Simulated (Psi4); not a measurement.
C6H11O (SMILES [CH2]C(C)CC(C)=O), doublet, geometry from GFN2-xTB; MP2/6-31G in Psi4 1.11.

The Psi4 input:
```
memory 2 GB

molecule mol {
0 2
  C    -1.656347    1.876442   -0.363741
  C    -0.952940    0.591430   -0.450077
  C    -1.883484   -0.591915   -0.199048
  C     0.214751    0.580778    0.603523
  C     1.132903   -0.586915    0.347033
  C     2.260856   -0.299956   -0.611774
  O     0.964630   -1.670100    0.851572
  H    -2.481574    1.997734    0.310763
  H    -1.259498    2.750538   -0.843526
  H    -0.488133    0.492549   -1.439025
  H    -2.628390   -0.656162   -0.988712
  H    -2.397519   -0.472065    0.751764
  H    -1.323845   -1.522921   -0.170511
  H    -0.229661    0.491649    1.594774
  H     0.764972    1.518432    0.528165
  H     1.896416    0.241341   -1.481354
  H     2.739054   -1.225395   -0.921377
  H     2.996715    0.325908   -0.109032
}

set basis 6-31g
set reference uhf
set puream false

energy('mp2')
print_variables()
```

Predict the main parts of the log of this Psi4 run.


```
    SCF Algorithm Type (re)set to DF.

   => Loading Basis Set <=

    Name: 6-31G
    Role: ORBITAL
    Keyword: BASIS

         ---------------------------------------------------------
                                   SCF
               by Justin Turney, Rob Parrish, Andy Simmonett
                          and Daniel G. A. Smith
                              UHF Reference
         ---------------------------------------------------------

  ==> Geometry <==

    Molecular point group: c1
    Full point group: C1

    Geometry (in Angstrom), charge = 0, multiplicity = 2:

       Center              X                  Y                   Z               Mass
    ------------   -----------------  -----------------  -----------------  -----------------
         C           -1.680445565370     1.915826827478    -0.391416159366    12.000000000000
         C           -0.977038565370     0.630814827478    -0.477752159366    12.000000000000
         C           -1.907582565370    -0.552530172522    -0.226723159366    12.000000000000
         C            0.190652434630     0.620162827478     0.575847840634    12.000000000000
         C            1.108804434630    -0.547530172522     0.319357840634    12.000000000000
         C            2.236757434630    -0.260571172522    -0.639449159366    12.000000000000
         O            0.940531434630    -1.630715172522     0.823896840634    15.994914619570
         H           -2.505672565370     2.037118827478     0.283087840634     1.007825032230
         H           -1.283596565370     2.789922827478    -0.871201159366     1.007825032230
         H           -0.512231565370     0.531933827478    -1.466700159366     1.007825032230
         H           -2.652488565370    -0.616777172522    -1.016387159366     1.007825032230
         H           -2.421617565370    -0.432680172522     0.724088840634     1.007825032230
         H           -1.347943565370    -1.483536172522    -0.198186159366     1.007825032230
         H           -0.253759565370     0.531033827478     1.567098840634     1.007825032230
         H            0.740873434630     1.557816827478     0.500489840634     1.007825032230
         H            1.872317434630     0.280725827478    -1.509029159366     1.007825032230
         H            2.714955434630    -1.186010172522    -0.949052159366     1.007825032230
         H            2.972616434630     0.365292827478    -0.136707159366     1.007825032230

  Running in c1 symmetry.

  Rotational constants: A =      0.14548  B =      0.05725  C =      0.04761 [cm^-1]
  Rotational constants: A =   4361.41963  B =   1716.46158  C =   1427.27479 [MHz]
  Nuclear repulsion =  305.022570947758766

  Charge       = 0
  Multiplicity = 2
  Electrons    = 55
  Nalpha       = 28
  Nbeta        = 27

  ==> Algorithm <==

  SCF Algorithm Type is DF.
  DIIS enabled.
  MOM disabled.
  Fractional occupation disabled.
  Guess Type is SAD.
  Energy threshold   = 1.00e-08
  Density threshold  = 1.00e-08
  Integral threshold = 1.00e-12

  ==> Primary Basis <==

  Basis Set: 6-31G
    Blend: 6-31G
    Number of shells: 57
    Number of basis functions: 85
    Number of Cartesian functions: 85
    Spherical Harmonics?: false
    Max angular momentum: 1

   => Loading Basis Set <=

    Name: (6-31G AUX)
    Role: JKFIT
    Keyword: DF_BASIS_SCF

  ==> Integral Setup <==

  SCF_SUBTYPE=INCORE selected. In-core MEM_DF algorithm will be used.
  Using in-core AOs.

  ==> MemDFJK: Density-Fitted J/K Matrices <==

    J tasked:                   Yes
    K tasked:                   Yes
    wK tasked:                   No
    Algorithm:                 Core
    Schwarz Cutoff:           1E-12
    Mask sparsity (%):       2.3806
    Fitting Condition:        1E-10

   => Auxiliary Basis Set <=

  Basis Set: (6-31G AUX)
    Blend: CC-PVDZ-JKFIT
    Number of shells: 267
    Number of basis functions: 842
    Number of Cartesian functions: 842
    Spherical Harmonics?: false
    Max angular momentum: 3
[...]

[...]
      28A     -0.351983

    Alpha Virtual:

[...]
    Beta Occupied:

[...]
    Beta Virtual:

[...]
      85A      2.214669

    Final Occupation by Irrep:
              A
    DOCC [    27 ]
    SOCC [     1 ]
    NA   [    28 ]
    NB   [    27 ]

  @DF-UHF Final Energy:  -308.29633095293423

   => Energetics <=

    Nuclear Repulsion Energy =            305.0225709477587657
    One-Electron Energy =               -1021.9463430845617040
    Two-Electron Energy =                 408.6274411838686547
    Total Energy =                       -308.2963309529342268

  UHF NO Occupations:
  HONO-2 :   26  A 1.9987440
  HONO-1 :   27  A 1.9967279
  HONO-0 :   28  A 1.0000000
  LUNO+0 :   29  A 0.0032721
  LUNO+1 :   30  A 0.0012560
  LUNO+2 :   31  A 0.0010712
  LUNO+3 :   32  A 0.0009148

Computation Completed

Properties will be evaluated at   0.000000,   0.000000,   0.000000 [a0]

Properties computed using the SCF density matrix

 Multipole Moments:

 ------------------------------------------------------------------------------------
     Multipole            Electronic (a.u.)      Nuclear  (a.u.)        Total (a.u.)
 ------------------------------------------------------------------------------------

 L = 1.  Multiply by 2.5417464519 to convert [e a0] to [Debye]
 Dipole X            :          2.6370900           -2.5046621            0.1324279
 Dipole Y            :         -2.9005537            4.0934444            1.1928907
 Dipole Z            :          2.3130122           -2.8764141           -0.5634019
 Magnitude           :                                                    1.3258760

 ------------------------------------------------------------------------------------

  //>>>>>>>>>>>>>>>>>>>>>>>>>>>>>>>>>>>//
  //               DFMP2               //
  //<<<<<<<<<<<<<<<<<<<<<<<<<<<<<<<<<<<//

   => Loading Basis Set <=

    Name: (6-31G AUX)
    Role: RIFIT
    Keyword: DF_BASIS_MP2

	 --------------------------------------------------------
	                          DF-MP2
	      2nd-Order Density-Fitted Moller-Plesset Theory

	        Rob Parrish, Justin Turney, Andy Simmonett,
	           Ed Hohenstein, and C. David Sherrill
	 --------------------------------------------------------

	 --------------------------------------------------------
	                 NBF =    85, NAUX =   627
	 --------------------------------------------------------
	   CLASS    FOCC     OCC    AOCC    AVIR     VIR    FVIR
	   ALPHA       0      28      28      57      57       0
	    BETA       0      27      27      58      58       0
	 --------------------------------------------------------

	-----------------------------------------------------------
	 ==================> DF-MP2 Energies <====================
	-----------------------------------------------------------
	 Reference Energy          =    -308.2963309529342268 [Eh]
	 Singles Energy            =      -0.0000000000000000 [Eh]
	 Same-Spin Energy          =      -0.1515563813169878 [Eh]
	 Opposite-Spin Energy      =      -0.5030764328627859 [Eh]
	 Correlation Energy        =      -0.6546328141797737 [Eh]
	 Total Energy              =    -308.9509637671139899 [Eh]
	-----------------------------------------------------------
	 ================> DF-SCS-MP2 Energies <==================
	-----------------------------------------------------------
	 SCS Same-Spin Scale       =       0.3333333333333333 [-]
	 SCS Opposite-Spin Scale   =       1.2000000000000000 [-]
	 SCS Same-Spin Energy      =      -0.0505187937723293 [Eh]
	 SCS Opposite-Spin Energy  =      -0.6036917194353431 [Eh]
	 SCS Correlation Energy    =      -0.6542105132076723 [Eh]
	 SCS Total Energy          =    -308.9505414661418854 [Eh]
	-----------------------------------------------------------

  Variable Map:
  ----------------------------------------------------------------------------
[...]
  Array Variable Map:
  ----------------------------------------------------------------------------
[...]
[...]
```
